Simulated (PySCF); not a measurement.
# What a mistake does to a calculation on ClH2NSi2

Calculated results; nothing here was measured. They come from PySCF 2.14.0, an open-source quantum chemistry program, on an isolated molecule that a program drew, which may never have been made. The molecule is ClH2NSi2 (charge 0, singlet), drawn as the SMILES string `N=[SiH][Si]Cl`.

Each row is a Hartree-Fock (HF) and frozen-core CCSD(T) single point in the cc-pV(D+d)Z basis, meant for a local HF minimum. Run 1 is clean. Each other run has one planted mistake out of seven kinds, and not every kind appears here: one electron removed, one electron added, multiplicity raised by two, geometry at a saddle point, minimal basis STO-3G, one bond length entered in bohr, all coordinates scaled. The reference is restricted for singlets and unrestricted otherwise, and also for a bond in bohr. Adding or removing an electron swaps singlet and doublet. Electrons count all cores. HOMO and LUMO are orbital energies over both spins, the gradient is its largest component, and the lowest frequency (negative if imaginary) is given only where the gradient is small. Bond lengths are over the 5 bonds as drawn. T1 is the CCSD diagnostic: over 0.02 (restricted) or 0.045 (unrestricted) a single reference is doubtful.

Geometry of the clean run:
```xyz
6
ClH2NSi2, angstrom
N    -0.5324   -1.6827    1.0664
Si   -1.1194   -0.2290    1.2901
Si   -2.5222    0.4876   -0.5332
Cl   -3.0087    2.3874    0.2462
H     0.0736   -2.1527    1.7168
H    -0.8800    0.6549    2.4616
```

| run | electrons | basis functions | <S^2> | HOMO (eV) | LUMO (eV) | gradient (hartree/bohr) | lowest frequency (cm^-1) | mean bond (Å) | longest bond (Å) | T1 | HF (hartree) | CCSD(T) (hartree) | mistake |
|---|---|---|---|---|---|---|---|---|---|---|---|---|---|
| 1 | 54 | 93 | 0.000 | -9.10 | -0.50 | 1.1e-06 | 22 | 1.7192 | 2.410 | 0.0198 | -1092.95290 | -1093.49319 | no fault |
| 2 | 54 | 93 | 0.000 | -8.54 | -0.10 | 1.2e-01 | - | 1.5714 | 2.202 | 0.0169 | -1092.89176 | -1093.41983 | all coordinates scaled |
| 3 | 54 | 34 | 0.000 | -6.38 | 4.04 | 2.8e-02 | - | 1.7192 | 2.410 | 0.0162 | -1080.61240 | -1080.80094 | minimal basis STO-3G |
| 4 | 53 | 93 | 1.378 | -14.33 | -6.75 | 3.9e-02 | - | 1.7192 | 2.410 | 0.0682 | -1092.66728 | -1093.17760 | ? |
| 5 | 54 | 93 | 1.315 | -8.00 | 0.04 | 1.8e-02 | - | 2.1480 | 4.553 | 0.0477 | -1092.89860 | -1093.40811 | ? |

**Which mistake was planted in run 4, and what did it cost?**

It counts 53 electrons, one fewer than the clean run, at the same geometry and basis. So the mistake is: one electron removed. Subtracting run 1 and multiplying by 627.51 kcal/mol a hartree, the energy moved by 179.2 kcal/mol in HF and 198.0 kcal/mol in CCSD(T).

**Which mistake was planted in run 5, and what did it cost?**

The mean bond changes by a factor of 1.249 and the longest by 1.889, so the molecule wasn't scaled as a whole. A length L in bohr read as angstrom grows by (1/0.5292 - 1) L = 0.890 L. The 5 bonds together grew by 5 x 0.4288 = 2.144 Å, which gives L = 2.410 Å. That is bond Si2-Si3, 2.410 Å in the clean geometry. So the mistake is: one bond length entered in bohr. Subtracting run 1 and multiplying by 627.51 kcal/mol a hartree, the energy moved by 34.1 kcal/mol in HF and 53.4 kcal/mol in CCSD(T).

Cautions from the logs. Run 4: T1 is over the limit, so its CCSD(T) energy is less reliable; run 5: T1 is over the limit, so its CCSD(T) energy is less reliable.
